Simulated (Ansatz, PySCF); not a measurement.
C2H9FOSi2, SMILES F[C@H]([SiH3])[Si@H](C)O. Atoms are numbered in the order given.

```xyz
15

C     -2.0352    -0.1416    -0.7672
Si    -0.6008    -0.9657     0.0968
O     -1.0182    -1.5528     1.6044
C      0.7304     0.3414     0.4153
F      0.0710     1.5030     0.8970
Si     1.7844     0.8719    -1.0739
H     -2.9126    -0.8026    -0.8547
H     -1.7522     0.1713    -1.7856
H     -2.3292     0.7591    -0.2054
H     -0.0065    -2.0509    -0.7507
H     -1.8188    -2.0862     1.6632
H      1.4034    -0.0218     1.2179
H      2.6196    -0.2794    -1.5323
H      0.8972     1.3121    -2.1916
H      2.6650     2.0085    -0.6778
```

Geometry: r2SCAN-D4/def2-SVP. The structure was generated by enumeration; whether it is a known compound was not checked. One conformer was computed; it need not be the lowest.

Vertical ionisation energy (IE) and electron affinity (EA) in eV. Rows of orbital energies are one-electron estimates. Where ΔSCF, EOM or ADC give a negative EA the extra electron is unbound and the value depends on the basis.

```json
[
 {"level": "−ε(HOMO), −ε(LUMO), r2SCAN/def2-TZVP (PySCF)", "IE": "7.03", "EA": "0.38"},
 {"level": "−ε(HOMO), −ε(LUMO), PBE/def2-TZVP (PySCF)", "IE": "6.73", "EA": "0.76"},
 {"level": "ΔSCF, CAM-B3LYP/def2-SVPD (Ansatz), final states of multiplicity 2 and 2", "IE": "10.38", "EA": "-1.31"},
 {"level": "ΔSCF, PBE/def2-SVPD (Ansatz), final states of multiplicity 2 and 2", "IE": "(withheld)", "EA": "(withheld)"}
]
```

Question: Fill in the missing entries. (Estimate from the structure and the level; the computed values follow.)

Answer: 
- ΔSCF, PBE/def2-SVPD (Ansatz, a quantum-chemistry and plane-wave program), final states of multiplicity 2 and 2, IE: 9.66
- ΔSCF, PBE/def2-SVPD (Ansatz), final states of multiplicity 2 and 2, EA: -0.92

Question: What vertical singlet–triplet gap does ΔSCF give with CAM-B3LYP/def2-SVPD (Ansatz) and with PBE/def2-SVPD (Ansatz)? (An estimate is asked for; the answer gives what the named calculation found.)

Answer: 6.66 and 5.84 eV (triplet above singlet where positive).
